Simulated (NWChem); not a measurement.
System: CH5NOTi; SMILES [CH3][Ti](=[O])[NH2]

Here is an NWChem input.

```
start job
memory heap 200 mb stack 900 mb global 1100 mb
geometry units angstroms noautosym nocenter noautoz
  Ti    -0.091931     0.044973    -0.094643
  O     -1.620591     0.207708     0.304495
  N      0.923623     1.556472     0.383068
  H      1.941596     1.566905     0.440810
  H      0.564498     2.408878     0.806278
  C      0.684608    -1.885253     0.274311
  H      0.728435    -2.034079     1.369474
  H      1.709087    -2.024929    -0.117470
  H      0.045119    -2.692002    -0.124728
end
basis spherical
  * library def2-svp
end
dft
  xc xpbe96 cpbe96
  iterations 150
end
property
  efieldgrad
end
task dft property
```

Structure relaxed at the PBE0/def2-SVP level. No frequency run checked for a minimum.

Vzz is the largest principal value of the second derivative of the potential at the nucleus (NWChem prints the opposite sign); η is the asymmetry. Non-relativistic.

Atoms are numbered as in the input.

Question: Predict the main results of this run. (PBE/def2-SVP.) Quantities: Vzz Ti1 (a.u.); η Ti1; Vzz O2 (a.u.); η O2; Vzz N3 (a.u.); η N3.

Answer: Vzz Ti1 (a.u.): 1.410
η Ti1: 0.22
Vzz O2 (a.u.): 0.298
η O2: 0.33
Vzz N3 (a.u.): 0.536
η N3: 0.87
